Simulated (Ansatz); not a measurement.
Relaxation of a periodic cell of 17 atoms, GaSi₁₆ (host Si, host structure diamond, interstitial Ga), to a largest force component of 0.03 eV/Å in at most 60 steps.

Computed with DFT PBE, scalar-relativistic, plane waves, PAW in Ansatz 0.2.0. Settings: PAW set soft_1, cutoff 420 eV, k mesh 2x2x2, gaussian smearing 0.02 eV, spin collinear.

```xyz
17
Lattice="0.0000 5.4300 5.4300 5.4300 0.0000 5.4300 5.4300 5.4300 0.0000" Properties=species:S:1:pos:R:3:forces:R:3
Si 0.000 0.000 0.000 -0.06 0.06 0.06
Si 1.357 1.357 1.357 0.17 -0.17 -0.17
Si 2.715 2.715 0.000 -0.06 0.06 0.06
Si 4.072 4.072 1.357 0.06 -0.06 -0.05
Si 2.715 0.000 2.715 -0.06 0.06 0.06
Si 4.072 1.357 4.072 0.06 -0.06 -0.07
Si 5.430 2.715 2.715 -0.16 0.16 0.16
Si 6.787 4.072 4.072 0.06 -0.06 -0.07
Si 0.000 2.715 2.715 0.34 -0.34 -0.34
Si 1.357 4.072 4.072 -2.44 -0.29 -0.30
Si 2.715 5.430 2.715 -0.38 0.38 -2.44
Si 4.072 6.787 4.072 0.28 2.41 -0.29
Si 2.715 2.715 5.430 -0.43 -2.58 0.41
Si 4.072 4.072 6.787 0.32 -0.32 2.54
Si 5.430 5.430 5.430 2.55 0.42 0.40
Si 6.787 6.787 6.787 -0.33 0.32 0.33
Ga 3.414 4.728 4.739 0.07 0.00 -0.30
```

**Question.** Where does it end, and by what steps?

**Answer.** It converged. The force dipped under the threshold on the way, but the program's further checks kept it going. Limits of this set-up: coarse k mesh. After 10 steps the energy has fallen by 2.021 eV; Ga17 moved furthest, 1.08 Å. Joined: Si4–Ga17 (3.51 → 2.76 Å), Si6–Ga17 (3.50 → 2.74 Å), Si7–Ga17 (3.49 → 2.44 Å), Si8–Ga17 (3.50 → 2.74 Å).

| step | energy less start (eV) | largest force component (eV/Å) | accepted |
| --- | --- | --- | --- |
| 0 | 0.0000 | 2.578 | yes |
| 1 | -0.9346 | 1.015 | yes |
| 2 | -1.3068 | 0.373 | yes |
| 3 | -1.4886 | 0.481 | yes |
| 4 | -1.6866 | 0.340 | yes |
| 5 | -1.8073 | 0.320 | yes |
| 6 | -1.9483 | 0.167 | yes |
| 7 | -2.0102 | 0.223 | yes |
| 8 | -2.0212 | 0.014 | yes |
| 9 | -2.0212 | 0.014 | yes |
| 10 | -2.0212 | 0.017 | yes |

```xyz
17
Lattice="0.0000 5.4300 5.4300 5.4300 0.0000 5.4300 5.4300 5.4300 0.0000" Properties=species:S:1:pos:R:3
Si -0.025 0.052 0.051
Si 1.320 1.395 1.395
Si 2.663 2.739 0.051
Si 4.032 4.112 1.355
Si 2.663 0.052 2.742
Si 4.032 1.373 4.113
Si 5.436 2.713 2.691
Si 6.776 4.112 4.113
Si -0.024 2.738 2.741
Si 1.292 4.111 4.112
Si 2.631 5.509 2.692
Si 4.033 6.849 4.112
Si 2.631 2.714 5.533
Si 4.033 4.111 6.868
Si 5.435 5.509 5.533
Si 6.750 6.825 6.826
Ga 4.034 4.111 4.111
```

The run took 2.8 min on 2 threads of Arm Neoverse V1, on a shared host, peak memory 0.74 GiB.
